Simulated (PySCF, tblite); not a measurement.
Compound: C₂H₁₁NO₃Si₃.
Structure used (GFN2-xTB), in Å, numbered top down from 1:
```
atom  x, y, z in Å
C1    -2.5660    1.1868   -0.4336
N2    -1.5413    0.7935    0.5060
Si3   -0.3000   -0.3149    0.0827
C4    -0.7998   -2.0161   -0.5944
O5     0.5651   -0.5181    1.4528
Si6    2.1298   -0.2179    1.7402
O7     2.8087    0.4649    0.4320
Si8    2.1635    0.9045   -0.9929
O9     0.6196    0.4125   -1.0544
H10   -3.3731    0.4494   -0.5071
H11   -2.1066    1.2922   -1.4127
H12   -2.9947    2.1456   -0.1391
H13   -1.8890    0.7531    1.4518
H14   -1.3821   -2.5673    0.1378
H15   -1.4113   -1.9050   -1.4846
H16    0.0601   -2.6238   -0.8598
H17    2.1831    0.7589    2.8162
H18    2.7850   -1.5047    1.9195
H19    2.1681    2.3581   -1.0441
H20    2.8758    0.1589   -2.0194
```

Method: PBE0/pcSseg-1 in PySCF (dipole) on a GFN2-xTB geometry, gas phase.

Masses are those of the commonest isotopes; rigid-rotor values at the optimised geometry. The values belong to one conformer with, in the numbering `[CH3:1][NH:2][Si:3]1([CH3:4])[O:5][SiH2:6][O:7][SiH2:8][O:9]1`, C1–N2–Si3–C4 -55°.

Q: Give the principal moments of inertia and the rotational constants in MHz.

A: Ia = 327.42, Ib = 636.06, Ic = 732.83 u·Å²; 505379 MHz·u·Å²/I gives A = 1544, B = 794.5, C = 689.6 MHz.

Q: What kind of rotor is it?

A: An asymmetric top; Ray's κ = -0.754.

Q: Is it planar, by Δ = Ic − Ia − Ib?

A: Not planar: Δ = Ic − Ia − Ib = -230.65 u·Å². For a rigid frame Δ = −2 Σ m c², so Σ m c² = 115.32 u·Å² lies off the ab plane: 30.70 from hydrogen and 84.62 from heavier atoms. The atom farthest from that plane is 2.76 Å away.

Q: Give the other two planar moments, Paa and Pbb, and the rms extents of the mass along the axes.

A: Paa = Σ m a² = (Ib + Ic − Ia)/2 = 520.74 and Pbb = Σ m b² = (Ia + Ic − Ib)/2 = 212.09 u·Å². With the mass M = 181.00 u, the rms extents √(P/M) along a, b and c are 1.70, 1.08, 0.80 Å.

Q: List the rotational levels J(Ka,Kc) to J = 5 (MHz).

A: Above 0(0,0):
J = 1: 1(0,1) 1484, 1(1,1) 2233, 1(1,0) 2338
J = 2: 2(0,2) 4442, 2(1,2) 5097, 2(1,1) 5411, 2(2,1) 7658, 2(2,0) 7669
J = 3: 3(0,3) 8854, 3(1,3) 9386, 3(1,2) 10014, 3(2,2) 12111, 3(2,1) 12162, 3(3,1) 16124, 3(3,0) 16125
J = 4: 4(0,4) 14694, 4(1,4) 15094, 4(1,3) 16138, 4(2,3) 18040, 4(2,2) 18187, 4(3,2) 22080, 4(3,1) 22084, 4(4,1) 27673, 4(4,0) 27673
J = 5: 5(0,5) 21934, 5(1,5) 22213, 5(1,4) 23770, 5(2,4) 25438, 5(2,3) 25766, 5(3,3) 29530, 5(3,2) 29547, 5(4,2) 35117, 5(4,1) 35117, 5(5,1) 42308, 5(5,0) 42308
Those of J = 1 are B + C, A + C and A + B.

Q: Which lines would a microwave search look for?

A: The dipole components are |μa| = 1.44 D, |μb| = 0.38 D, |μc| = 0.01 D. The squared components, which scale the intensities, stand as 1.00 : 0.07 : 0.00 (a : b : c). Some lines, for components of 0.1 D or more:

```csv
type,branch,"J(Ka,Kc)",MHz,lower level (cm⁻¹)
a,Q,"3(1,2) ← 3(1,3)",629,0.313
b,Q,"4(1,3) ← 4(0,4)",1445,0.490
a,R,"1(0,1) ← 0(0,0)",1484,0.000
b,Q,"4(2,2) ← 4(1,3)",2049,0.538
b,Q,"3(2,1) ← 3(1,2)",2147,0.334
b,Q,"3(2,2) ← 3(1,3)",2725,0.313
a,R,"2(1,2) ← 1(1,1)",2863,0.074
a,R,"2(1,1) ← 1(1,0)",3073,0.078
b,R,"2(1,2) ← 1(0,1)",3612,0.050
b,R,"3(0,3) ← 2(1,2)",3758,0.170
b,Q,"4(3,1) ← 4(2,2)",3897,0.607
b,Q,"3(3,1) ← 3(2,2)",4013,0.404
a,R,"3(1,3) ← 2(1,2)",4289,0.170
b,Q,"4(4,1) ← 4(3,2)",5593,0.736
a,R,"4(1,4) ← 3(1,3)",5708,0.313
a,R,"4(3,2) ← 3(3,1)",5955,0.538
b,R,"5(0,5) ← 4(1,4)",6840,0.503
b,R,"5(1,5) ← 4(0,4)",7520,0.490
b,R,"4(4,1) ← 3(3,0)",11548,0.538
```

Q: Estimate the classical rotational partition function at 10 K, 50 K and 500 K.

A: Point group C1, symmetry number σ = 1; q = (√π/σ)·√((kT/h)³/(ABC)), k/h = 20836.6 MHz/K: 5800 at 10 K, 64800 at 50 K, 2050000 at 500 K.

Its GFN2-xTB frequencies are all real (lowest 33 cm⁻¹). No vibrational averaging or centrifugal distortion is included, and the geometry carries the error of its method. A rigid rotor knows nothing of inversion at nitrogen or internal rotation, which can split or shift real lines. Quadrupole hyperfine structure (14N) is left out.
